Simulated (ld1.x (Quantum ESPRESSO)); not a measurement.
germanium, ultrasoft: configuration errors across variants

- Element: Ge
- Generator: ld1.x (Quantum ESPRESSO) 7.5
- Type: ultrasoft
- Functional: LDA (PZ)
- Relativity: scalar-relativistic
- Frozen core: [Ar] 3d10
- Valence charge: 4
- Reference configuration: 4s1.75 4p2.25
- Partial waves: 4s (bound): rcut 1.70, rcutus 1.85 bohr; 4s channel at -0.6 Ry: rcut 1.70, rcutus 1.85 bohr; 4p (bound): rcut 1.50, rcutus 1.95 bohr; 4p channel at 0.35 Ry: rcut 1.50, rcutus 1.95 bohr; 4d channel at 0.1 Ry: rcut 1.60, rcutus 1.75 bohr
- Local potential: all-electron potential smoothed inside 1.65 bohr (lloc = -1)
- Core correction: none
- Augmentation charge: PSQ, radius 1.30 bohr

All-electron excitation energies from the reference (eV): (1) 4s2 4p2 -1.984; (2) 4s2 4p1 5.653; (3) 4s2 4p0 21.368; (4) 4s2 4p2.3 -2.911; (5) 4s1 4p0 56.587; (6) 4s0 4p4 14.376; (7) 4s1 4p3 6.060; (8) 4s1.75 4p2.25 spin -0.907; (9) 4s2 4p2 spin -2.547.

Spin tests fill each open shell by Hund’s rule, majority spin first.

3 further variants failed, have other tests or another functional or relativity, and are left out.

A true bound ghost makes a file unfit for plane-wave use even where its test errors are small: the radial tests pick states by their node count and pass the ghost by.

Errors AE − PS in meV (a dash: test not solved or not reliable):

```tsv
change	(1)	(2)	(3)	(4)	(5)	(6)	(7)	(8)	(9)	bound ghosts
base	+1.0	+4.4	+30	+1.0	+203	+50	+7.5	+168	+81	none
local potential all-electron potential smoothed inside 1.40 bohr (lloc = -1)	+1.0	+4.4	+30	+1.0	+203	+50	+7.5	+168	+81	none
core correction a·sin(br)/r model core inside 1.46 bohr	-0.3	-3.8	-44	-0.7	-277	-25	-4.9	+11	+4.9	none
wave 4d channel at 0.1 Ry: rcut 1.60, rcutus 1.75 bohr becomes 4d channel at 0.1 Ry: rcut 1.60, rcutus 2.34 bohr	+1.0	+4.4	+30	+1.0	+203	+50	+7.5	+168	+81	none
```

Problem. Give the same row for: type TM; waves now 4p (bound): rc 1.95 bohr; 4d channel at 0.1 Ry: rc 1.75 bohr; 4s (bound): rc 1.85 bohr; local potential the s channel.

Solution. +0.8, +4.0, +36, +1.0, +253, +37, +5.5, +153, +73; bound ghosts: d.
